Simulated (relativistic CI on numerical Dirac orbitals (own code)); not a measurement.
# Tm⁶⁺: q coefficients and field-shift factors

Computed by Dirac-Coulomb-Breit CI, separate exchange-only KLI orbitals for each configuration, derivatives by finite differences, unscaled Slater integrals, QED left out (own radial code, finite nucleus).

CI space (outside the closed core [Kr] 4d10): 4f¹¹5s²5p⁴, 4f¹⁰5s5p⁶, 4f¹³5s5p³. The list is cut by size and lacks configurations that can hold low levels.

With x = (α/α₀)² − 1 an excitation energy changes as ω = ω₀ + qx; K = 2q/ω₀ is the relative enhancement. Terms are leading LS components, so labels can repeat. The field-shift factor is F = δν/δ⟨r²⟩ for the transition from the lowest level.

Lowest level 4f¹¹5s²5p⁴ ⁶K°19/2.

```
             Level  ω₀ (cm⁻¹)  q (cm⁻¹)        K  F (GHz/fm²)
4f¹¹5s²5p⁴ ⁶K°17/2     5946.2      1965    0.661         0.17
4f¹¹5s²5p⁴ ⁶I°15/2     9972.6      3132    0.628        0.219
4f¹¹5s²5p⁴ ⁶H°13/2    13638.3      4404    0.646        0.068
4f¹¹5s²5p⁴ ⁴K°17/2    15459.1      6416     0.83        0.147
4f¹¹5s²5p⁴ ⁴H°11/2    16088.6      3685    0.458      -0.0294
4f¹¹5s²5p⁴ ⁴H°13/2    16166.6      5172     0.64        0.259
4f¹¹5s²5p⁴ ⁴I°15/2    17574.8      6482    0.738        0.112
4f¹¹5s²5p⁴ ⁶I°11/2    17826.9      8532    0.957        0.417
 4f¹¹5s²5p⁴ ⁶H°9/2    20068.4     12090     1.21        0.314
 4f¹¹5s²5p⁴ ⁴H°9/2    21564.8      7282    0.675        0.382
 4f¹¹5s²5p⁴ ⁶H°7/2    22324.3     13850     1.24        0.423
4f¹¹5s²5p⁴ ⁶G°13/2    23230.7    -680.4  -0.0586        0.485
 4f¹¹5s²5p⁴ ⁴H°7/2    23537.7      4941     0.42        0.323
4f¹¹5s²5p⁴ ⁴I°15/2    23598.9      3123    0.265        0.236
 4f¹¹5s²5p⁴ ⁶H°5/2    23970.0     15270     1.27        0.445
4f¹¹5s²5p⁴ ⁴I°11/2    25036.3      8886     0.71        0.304
4f¹¹5s²5p⁴ ⁶F°11/2    26311.4      3638    0.277        0.399
4f¹¹5s²5p⁴ ⁶H°15/2    26516.4      7047    0.531       0.0253
4f¹¹5s²5p⁴ ⁴I°13/2    28402.9      8341    0.587        0.258
 4f¹¹5s²5p⁴ ⁴F°9/2    28927.2      5512    0.381        0.256
 4f¹¹5s²5p⁴ ⁶P°7/2    29553.2      4352    0.295        0.541
 4f¹¹5s²5p⁴ ⁴I°9/2    29776.9      9975     0.67        0.466
4f¹¹5s²5p⁴ ²I°13/2    30910.5      9059    0.586        0.406
```

At this charge configurations can still be misplaced by up to about 7 % of their energy. Terms inside the open d or f shell come out 10 to 20 % too wide with unscaled integrals. Levels and lines within the n = 5 or 6 shells can be off by up to 10 % or somewhat more, and those that change n by about 2 %, since core polarisation is missing.
